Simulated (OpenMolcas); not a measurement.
## 3s2 3p along the 13-electron sequence

```
Program             : OpenMolcas 26.06
Method              : CASSCF
Basis               : ANO-RCC-VTZP
Scalar Hamiltonian  : DKH2, point nucleus
Spin-orbit coupling : state interaction with AMFI integrals over the reference wave functions, term energies averaged over their components
```

Active space for each ion: 3 electrons in 4 orbitals (3s 3p).

Computed levels in cm-1 above 2P* 1/2:

```json
{"Level": "2P* 3/2", "P2+": "484", "S3+": "841", "Cl4+": "1354", "Ar5+": "2027"}
{"Level": "weight of 2P* in the lowest level (%)", "P2+": "100", "S3+": "100", "Cl4+": "100", "Ar5+": "100"}
```

Measured, with the error of the calculation in %. Measured levels: P2+ from Martin, Zalubas and Musgrove, J. Phys. Chem. Ref. Data 14, 751 (1985); S3+ from NIST levels in Podobedova, Kelleher and Wiese, J. Phys. Chem. Ref. Data 38, 171 (2009); Ar5+ from Saloman, J. Phys. Chem. Ref. Data 39, 033101 (2010).

```json
{"Level": "2P* 3/2", "P2+": "559 (-13.4)", "S3+": "951 (-11.6)", "Ar5+": "2208 (-8.2)"}
```

The fine-structure level 2P* 3/2 changes by a factor of 4.19 from P2+ to Ar5+. Its fourth root runs 4.69, 5.39, 6.07, 6.71, with steps per unit of Z of 0.69, 0.68, 0.64; equal steps would mean a (Z - σ)^4 law with constant σ.

Measured partners are found by configuration, term and J. A level has none where our copy of the source lacks it or the pairing is in doubt (some pairs that miss far off the trend of their configuration count as doubtful), and it then counts in no deviation. Only configurations of the active space appear.

* marks odd parity.
